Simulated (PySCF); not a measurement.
## Excitation energy of Sn⁺ by level of theory

Sn⁺ [Kr] 4d10 5s2 5p1 (2P) → Sn⁺ [Kr] 4d10 5s1 5p2 (4P), as a difference of total energies. Computed with PySCF 2.14 in aug-cc-pwCVDZ-PP with ECP28MDF (6s5p4d1f, 48 functions), with a scalar-relativistic core potential. Correlated levels: valence and next inner shell: nothing frozen outside the core potential. The calculations carry no spin-orbit coupling.

Question: Order these methods by the excitation energy they give, lowest first.
A. SCS-MP2 (valence and next inner shell)
B. CCSD(T) (valence and next inner shell)
C. UHF
D. CCSD (valence and next inner shell)

Answer: C (34157 cm⁻¹), D (45033 cm⁻¹), B (45552 cm⁻¹), A (46425 cm⁻¹).

Errors of the correlated levels include the incompleteness of this basis.

For comparison: 46398 cm⁻¹ (measured; NIST levels, between the centres of gravity of the two terms).
